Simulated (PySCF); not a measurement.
PBE on Al⁻ (aluminium, charge -1), [Ne] 3s2 3p2, high-spin 3P determinant. Calculation: PySCF 2.14, in aug-cc-pwCVDZ; the non-relativistic Hamiltonian (point nucleus).

```
cycle= 1 E= -242.245544404279  delta_E= -0.00503  |g|= 0.024  |ddm|= 0.358
cycle= 2 E= -242.245249085613  delta_E= 0.000295  |g|= 0.0161  |ddm|= 0.191
cycle= 3 E= -242.245693073197  delta_E= -0.000444  |g|= 0.0117  |ddm|= 0.179
cycle= 4 E= -242.24591987059  delta_E= -0.000227  |g|= 0.000482  |ddm|= 0.0646
cycle= 5 E= -242.245920438165  delta_E= -5.68e-07  |g|= 4.31e-05  |ddm|= 0.00328
cycle= 6 E= -242.245920443187  delta_E= -5.02e-09  |g|= 1.23e-06  |ddm|= 0.00028
cycle= 7 E= -242.24592044319  delta_E= -3.44e-12  |g|= 8.46e-08  |ddm|= 1.31e-05
converged SCF energy = -242.24592044319  <S^2> = 2.0035453  2S+1 = 3.0023626
```

Highest occupied orbital energy: 1.333 eV; ⟨L²⟩ = 2.01; populations by l: s 6.00, p 8.00, d 0.00.

Problem. Can this result be used?

Solution. With care. Self-consistency was reached. At PBE the highest occupied level has a positive energy, so only the finite basis holds that electron; in a semilocal or global hybrid functional this comes from self-interaction and does not mean that the real anion is unbound.
